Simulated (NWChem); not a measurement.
The numbers come from NWChem runs, not from measurements. System: HClSi, charge 1, spin multiplicity 2, at the geometry of a parent with another charge or spin, in a state set for the comparison that need not be this species' ground state. Its SCF solution wasn't tested for a lower state. Level: UB3LYP/def2-SVP, VWN1-RPA local correlation.

Job file:

```
start mol
memory heap 200 mb stack 900 mb global 1100 mb
charge 1
geometry units angstroms nocenter noautoz
  Si    -0.752358    -0.821805     0.000000
  H      0.323690    -1.922101     0.000000
  Cl     0.600548     0.789846     0.000000
  symmetry group Cs
end
basis spherical
  * library def2-svp
end
dft
  xc b3lyp
  odft
  mult 2
  semidirect memsize 60000000 filesize 0
  iterations 100
end
task dft energy
```

NWChem printed:

```
             Northwest Computational Chemistry Package (NWChem) 7.3.0
             --------------------------------------------------------

                                NWChem Input Module
                                -------------------

 Scaling coordinates for geometry "geometry" by  1.889725989
 (inverse scale =  0.529177249)

 Turning off AUTOSYM since
 SYMMETRY directive was detected!

                             Geometry "geometry" -> ""
                             -------------------------

 Output coordinates in angstroms (scale by  1.889725989 to convert to a.u.)

  No.       Tag          Charge          X              Y              Z
 ---- ---------------- ---------- -------------- -------------- --------------
    1 Si                  14.0000    -0.75235800    -0.82180500     0.00000000
    2 H                    1.0000     0.32369000    -1.92210100     0.00000000
    3 Cl                  17.0000     0.60054800     0.78984600     0.00000000

 Effective nuclear repulsion energy (a.u.)      67.9667757630

            Nuclear Dipole moment (a.u.)
            ----------------------------
        X                 Y               Z
 ---------------- ---------------- ----------------
    -0.0000113384     0.0000207870     0.0000000000

      Symmetry information
      --------------------

 Group name             Cs
 Group number              2
 Group order               2
 No. of unique centers     3

      Symmetry unique atoms

     1    2    3


 Summary of "ao basis" -> "" (spherical)
 ------------------------------------------------------------------------------
       Tag                 Description            Shells   Functions and Types
 ---------------- ------------------------------  ------  ---------------------
 *                          def2-svp                  on all atoms

                                 NWChem DFT Module
                                 -----------------

 Summary of "ao basis" -> "ao basis" (spherical)
 ------------------------------------------------------------------------------
       Tag                 Description            Shells   Functions and Types
 ---------------- ------------------------------  ------  ---------------------
 Si                         def2-svp                 8       18   4s3p1d
 H                          def2-svp                 3        5   2s1p
 Cl                         def2-svp                 8       18   4s3p1d

 Summary of "ao basis" -> "ao basis" (spherical)
 ------------------------------------------------------------------------------
       Tag                 Description            Shells   Functions and Types
 ---------------- ------------------------------  ------  ---------------------
 Si                         def2-svp                 8       18   4s3p1d
 H                          def2-svp                 3        5   2s1p
 Cl                         def2-svp                 8       18   4s3p1d

      Symmetry analysis of basis
      --------------------------

        a'         30
        a"         11

            General Information
            -------------------
          SCF calculation type: DFT
          Wavefunction type:  spin polarized.
          No. of atoms     :     3
          No. of electrons :    31
           Alpha electrons :    16
            Beta electrons :    15
          Charge           :     1
          Spin multiplicity:     2
          Use of symmetry is: on ; symmetry adaption is: on
          Maximum number of iterations: 100
[...]
    27      0.290147  3 Cl s                  2     -0.243092  1 Si s

                     DFT Final Beta Molecular Orbital Analysis
                     -----------------------------------------

 Vector   13  Occ=1.000000D+00  E=-6.274151D-01  Symmetry=a'
              MO Center=  2.3D-01, -2.7D-01,  2.6D-15, r^2= 2.7D+00
   Bfn.  Coefficient  Atom+Function         Bfn.  Coefficient  Atom+Function
  ----- ------------  ---------------      ----- ------------  ---------------
    34      0.347725  3 Cl px                 9     -0.303141  1 Si py
    31      0.302127  3 Cl px                19      0.257713  2 H  s
    35      0.210436  3 Cl py                32      0.188989  3 Cl py
    28      0.173199  3 Cl px                12     -0.171567  1 Si py
     6      0.154926  1 Si py                29      0.106801  3 Cl py

 Vector   14  Occ=1.000000D+00  E=-5.874336D-01  Symmetry=a"
              MO Center=  4.6D-01,  6.2D-01, -5.9D-15, r^2= 1.4D+00
   Bfn.  Coefficient  Atom+Function         Bfn.  Coefficient  Atom+Function
  ----- ------------  ---------------      ----- ------------  ---------------
    36      0.583817  3 Cl pz                33      0.468644  3 Cl pz
    30      0.268021  3 Cl pz                13      0.139162  1 Si pz
    10      0.137817  1 Si pz                 7     -0.071560  1 Si pz
    15      0.044229  1 Si d -1              17     -0.042249  1 Si d  1
    38     -0.028258  3 Cl d -1

 Vector   15  Occ=1.000000D+00  E=-5.762679D-01  Symmetry=a'
              MO Center=  2.6D-01,  5.0D-01, -7.8D-16, r^2= 1.9D+00
   Bfn.  Coefficient  Atom+Function         Bfn.  Coefficient  Atom+Function
  ----- ------------  ---------------      ----- ------------  ---------------
    35      0.481265  3 Cl py                32      0.388644  3 Cl py
    34     -0.295465  3 Cl px                 3      0.250264  1 Si s
    31     -0.228798  3 Cl px                29      0.221085  3 Cl py
     8     -0.144905  1 Si px                 2      0.133474  1 Si s
    11     -0.132678  1 Si px                28     -0.132574  3 Cl px

 Vector   16  Occ=0.000000D+00  E=-4.418517D-01  Symmetry=a'
              MO Center= -5.7D-01, -6.4D-01, -2.9D-15, r^2= 2.9D+00
   Bfn.  Coefficient  Atom+Function         Bfn.  Coefficient  Atom+Function
  ----- ------------  ---------------      ----- ------------  ---------------
     3      0.429174  1 Si s                 34      0.347955  3 Cl px
     8     -0.316831  1 Si px                 4      0.285523  1 Si s
    19     -0.284271  2 H  s                 11     -0.257729  1 Si px
    31      0.251452  3 Cl px                 2      0.229055  1 Si s
    20     -0.217503  2 H  s                  5      0.159793  1 Si px

 Vector   17  Occ=0.000000D+00  E=-3.621566D-01  Symmetry=a"
              MO Center= -6.2D-01, -7.1D-01, -3.0D-15, r^2= 2.6D+00
   Bfn.  Coefficient  Atom+Function         Bfn.  Coefficient  Atom+Function
  ----- ------------  ---------------      ----- ------------  ---------------
    13      0.617592  1 Si pz                10      0.496595  1 Si pz
    36     -0.289956  3 Cl pz                 7     -0.238460  1 Si pz
    33     -0.186755  3 Cl pz                30     -0.104844  3 Cl pz
    38     -0.028833  3 Cl d -1

 Vector   18  Occ=0.000000D+00  E=-2.437654D-01  Symmetry=a'
              MO Center= -6.9D-01, -7.0D-01, -4.4D-15, r^2= 3.2D+00
   Bfn.  Coefficient  Atom+Function         Bfn.  Coefficient  Atom+Function
  ----- ------------  ---------------      ----- ------------  ---------------
    12      0.855553  1 Si py                27     -0.442852  3 Cl s
    34      0.386836  3 Cl px                 9      0.369700  1 Si py
    35      0.359960  3 Cl py                11      0.340805  1 Si px
    20      0.248062  2 H  s                  3      0.210006  1 Si s
    26     -0.190574  3 Cl s                  8      0.176632  1 Si px

   alpha - beta orbital overlaps
   -----------------------------

   alpha      1      2      3      4      5      6      7      8      9     10
    beta      1      2      3      4      6      5      7      8     10      9
 overlap   1.000  1.000  1.000  0.923  0.923  1.000  1.000  1.000  0.765  0.765

   alpha     11     12     13     14     15     16     17     18     19     20
    beta     11     12     13     15     14     16     17     18     19     20
 overlap   1.000  0.995  0.978  0.958  1.000  0.974  0.999  0.994  0.991  0.996

   alpha     21     22     23     24     25     26     27     28     29     30
    beta     21     22     24     23     26     25     27     28     29     30
 overlap   0.987  0.939  0.930  0.993  0.736  0.744  0.957  0.956  0.996  0.992

   alpha     31     32     33     34     35     36     37     38     39     40
    beta     31     32     33     34     35     36     37     38     39     40
 overlap   0.993  0.968  0.971  0.993  0.997  1.000  0.999  0.999  1.000  0.999

   alpha     41
    beta     41
 overlap   1.000

     --------------------------
     Expectation value of S2:
     --------------------------
      <S2> =      0.7564 (Exact =     0.7500)

 center of mass
 --------------
 x =   0.00821530 y =   0.07952310 z =   0.00000000

 moments of inertia (a.u.)
 ------------------
         158.270552585020        -118.724697369515           0.000000000000
        -118.724697369515         101.962140598412           0.000000000000
           0.000000000000           0.000000000000         260.232693183432

     Multipole analysis of the density
     ---------------------------------

     L   x y z        total         alpha         beta         nuclear
     -   - - -        -----         -----         ----         -------
     0   0 0 0      1.000000    -16.000000    -15.000000     32.000000

     1   1 0 0     -1.022535      0.045268     -1.067791     -0.000011
     1   0 1 0     -1.423890     -0.061232     -1.362678      0.000021
     1   0 0 1     -0.000000     -0.000000     -0.000000      0.000000

     2   2 0 0    -13.878644    -35.333796    -29.113102     50.568254
     2   1 1 0      2.574218    -28.423182    -26.488537     57.485938
     2   1 0 1      0.000000      0.000000      0.000000      0.000000
     2   0 2 0    -12.454019    -51.495313    -45.789783     84.831078
     2   0 1 1      0.000000      0.000000      0.000000      0.000000
     2   0 0 2    -15.505648     -8.299003     -7.206645      0.000000

 Task  times  cpu:        0.6s     wall:        0.6s

 Total times  cpu:        0.6s     wall:        0.6s
```
